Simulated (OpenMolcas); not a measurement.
# OpenMolcas run: Rb

Input:

```
&GATEWAY
Coord
1

Rb 0.0 0.0 0.0
Basis=ANO-RCC-VDZ
Group=XYZ
NoMove
AngMom=0.0 0.0 0.0
AMFI
&SEWARD
* reference wave functions (RASSCF and RASSI steps not shown): 1 electron in 4 orbitals (5s 5p)
>>> COPY JOB001 $Project.JobIph
&CASPT2
Multistate=1 1
Frozen=8 6
IPEA=0.3
Imaginary=0.5
MaxIter=60
WThr=0.0 0.3 0.05
PrWF=0.5
NoMix
>>> COPY JOB002 $Project.JobIph
&CASPT2
Multistate=3 1 2 3
NoMult
Frozen=8 6
IPEA=0.3
Imaginary=0.5
MaxIter=60
WThr=0.0 0.3 0.05
PrWF=0.5
NoMix
```

Launched by
```bash
OMP_NUM_THREADS=1 MOLCAS_MEM=2252 MOLCAS_PROJECT=a pymolcas a.inp > a.log  # once for each step of the input, in one work folder
```

Output, cut to the results:

```
--- CASPT2 ---
Orbital specifications:
      -----------------------

      Symmetry species                           1   2
                                                ag  au
      Frozen orbitals                            8   6
      Inactive orbitals                          1   3
      Active orbitals                            1   3
      Secondary orbitals                         1   3
      Deleted orbitals                           0   0
      Number of basis functions                 11  15
Type of calculation                        SS-CASPT2
      Fock operator                              state-specific
      IPEA shift                                 0.30
      Real shift                                 0.00
      Imaginary shift                            0.50
      The input orbitals will be transformed to quasi-canonical
Reference energy:       -2978.8812039050
      E2 (Non-variational):      -0.0225178011
      Shift correction:          -0.0005605612
      E2 (Variational):          -0.0230783623
      Total energy:           -2978.9042822673
      Residual norm:              0.0000003632
      Reference weight:           0.99324
      Contributions to the CASPT2 correlation energy
      Active & Virtual Only:          0.0000000000
      One Inactive Excited:          -0.0012015589
      Two Inactive Excited:          -0.0213162422
::    CASPT2 Root  1     Total energy:  -2978.90428227
--- CASPT2 ---
Orbital specifications:
      -----------------------

      Symmetry species                           1   2
                                                ag  au
      Frozen orbitals                            8   6
      Inactive orbitals                          1   3
      Active orbitals                            1   3
      Secondary orbitals                         1   3
      Deleted orbitals                           0   0
      Number of basis functions                 11  15
Type of calculation                        SS-CASPT2
      Fock operator                              state-specific
      IPEA shift                                 0.30
      Real shift                                 0.00
      Imaginary shift                            0.50
      The input orbitals will be transformed to quasi-canonical
Reference energy:       -2978.8318576440
      E2 (Non-variational):      -0.0216551744
      Shift correction:          -0.0004850251
      E2 (Variational):          -0.0221401995
      Total energy:           -2978.8539978435
      Residual norm:              0.0000000750
      Reference weight:           0.99373
      Contributions to the CASPT2 correlation energy
      Active & Virtual Only:         -0.0000000000
      One Inactive Excited:          -0.0003408841
      Two Inactive Excited:          -0.0213142903
Reference energy:       -2978.8318576440
      E2 (Non-variational):      -0.0216551744
      Shift correction:          -0.0004850251
      E2 (Variational):          -0.0221401995
      Total energy:           -2978.8539978435
      Residual norm:              0.0000000750
      Reference weight:           0.99373
      Contributions to the CASPT2 correlation energy
      Active & Virtual Only:         -0.0000000000
      One Inactive Excited:          -0.0003408841
      Two Inactive Excited:          -0.0213142903
::    CASPT2 Root  1     Total energy:  -2978.85399784
::    CASPT2 Root  2     Total energy:  -2978.85399784
::    CASPT2 Root  3     Total energy:  -2978.85399784
```

Levels above the lowest, from the spin-orbit matrix with the single-state CASPT2 energies, averaged by term, on its diagonal:

```
Configuration  Term    J  E (cm⁻¹)  Measured (cm⁻¹)      g  Term weight %
           5s    ²S  1/2       0.0              0.0  2.002            100
           5p   ²P°  1/2     10943            12579  0.666            100
           5p   ²P°  3/2     11083            12817  1.334            100
```

Against the 2 measured excited levels shown (NIST Handbook of Basic Atomic Spectroscopic Data) the mean absolute deviation is 1700 cm-1; the largest miss in energy is 5p ²P°_3/2: computed 11083, measured 12817 cm⁻¹ (-13.5 %).

ANO sets are built for ground and valence states and can reach diffuse excited orbitals poorly. With one active electron, CASPT2 adds the correlation within the correlated inactive shells and between them and that electron, and leaves the splitting within a term as the reference gives it. Computed and measured levels are paired by configuration, term and J; levels that our copy of the source lacks, or whose pairing is in doubt (as where it misses far off the trend of its configuration), stay unpaired and out of the deviations. Only configurations of the active space appear.

The CASPT2 steps took 0.58 s on 1 thread of Arm Neoverse V2 (shared host); the integral step is not counted.

The term weight is that of the spin-free term in the level, not the purity of its configuration. ° marks odd parity.
